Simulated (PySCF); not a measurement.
# Computed properties of F₂H₆Si₃, SMILES F[Si](F)([SiH3])[SiH3]

F2H6Si3, SMILES F[Si](F)([SiH3])[SiH3]. Coordinates come from a ωB97X-D3(BJ)/def2-SVP optimisation. Other conformers were not sampled. All values are computed for the isolated molecule unless a solvent is named; none is compared with measurement here.

**Structure.** The optimised structure has C2v symmetry. All 27 harmonic modes at ωB97X-D3(BJ)/def2-SVP (PySCF) are real, so it is a minimum. With heavy atoms numbered as in [F:1][Si:2]([F:3])([SiH3:4])[SiH3:5], the shortest bond between them is F1–Si2 at 1.630 Å and the longest Si2–Si5 at 2.333 Å.

**Vibrations.** The strongest infrared lines (harmonic, unscaled, degenerate partners summed) lie at 879 cm⁻¹ (340 km/mol, H 86 %, Si 14 %), 846 cm⁻¹ (179 km/mol, F 47 %, Si 31 %, H 22 %), 2258 cm⁻¹ (172 km/mol, H 96 %). The softest mode is at 84 cm⁻¹ and the zero-point energy is 35.7 kcal/mol.

**Electronic structure.** HF/def2-TZVP (PySCF) places the frontier levels at -10.66 and 2.16 eV, a gap of 12.82 eV, and gives a dipole moment of 1.98 D and a mean polarisability of 75.3 bohr³. PBE/def2-TZVP (PySCF) at the same geometry gives -6.80 and -1.84 eV, so its gap is 7.86 eV narrower. An orbital gap is neither the optical nor the fundamental gap.

**Excitations.** TDA-PBE0/def2-SVPD (PySCF) has S1 at 5.92 eV (209 nm, f = 0.000, dark); the most intense of the 10 singlets computed lies at 7.34 eV (f = 0.54). T1 (TDA) is at 4.99 eV, 0.93 eV under S1. TDA-PBE/def2-SVPD (PySCF) puts S1 at 5.51 eV. No vertical singlet excitation falls in the visible range (under 3.1 eV).

**NMR.** GIAO shifts at HF/pcSseg-1 (PySCF) (non-relativistic, atoms alike by connectivity averaged): ¹H at 3.6 ppm against TMS; ²⁹Si from -97.2 to 40.5 ppm against TMS; ¹⁹F at -127.1 ppm against CFCl3.

**Solvation.** SMD-PBE0/6-31G* (PySCF) gives 2.5 kcal/mol in water, -1.3 kcal/mol in tetrahydrofuran, -2.2 kcal/mol in 2-propanol (1 M in both phases, gas-phase geometry); of these solvents 2-propanol holds the molecule best.
